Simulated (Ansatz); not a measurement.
Cartesian coordinates in Å:
```
C 0.2604 -1.8948 0.5847
C -0.7694 -0.9073 0.0821
N -0.1729 0.2516 -0.5507
C -1.1584 1.2030 -1.0269
Sn 1.5064 1.0096 0.2263
F 1.6863 2.6587 -0.7304
Cl 1.2434 1.6415 2.4542
H 0.8537 -1.4794 1.4092
H 0.9379 -2.2013 -0.2163
H -0.2255 -2.7890 0.9783
H -1.4101 -1.3988 -0.6633
H -1.4328 -0.6140 0.9121
H -0.6716 2.0710 -1.4735
H -1.8328 1.5552 -0.2326
H -1.7746 0.7292 -1.8004
H 2.9601 0.1648 0.0473
```

Charge 0, multiplicity 1. Sn: def2 effective core potential.

Question: List the ωB97M-V/def2-TZVPP orbital energies in eV (the Gaussian-basis code of Ansatz). (Best estimate.)

Answer: Ansatz gave: Occupied: -2771.71, -676.44, -394.93, -282.56, -282.16, -281.77, -262.08, -199.56, -199.43, -199.43, -144.09, -98.73, -98.70, -98.59, -34.92, -32.43, -32.33, -32.23, -32.19, -31.79, -28.12, -25.15, -24.27, -21.44, -19.96, -17.30, -16.15, -15.95, -15.36, -14.57, -13.94, -13.83, -13.62, -13.47, -12.78, -12.70, -12.37, -12.08, -11.47, -11.20, -9.09. Lowest empty: 0.83, 1.46, 1.88, 2.53, 2.76, 3.60, 3.94, 4.06.
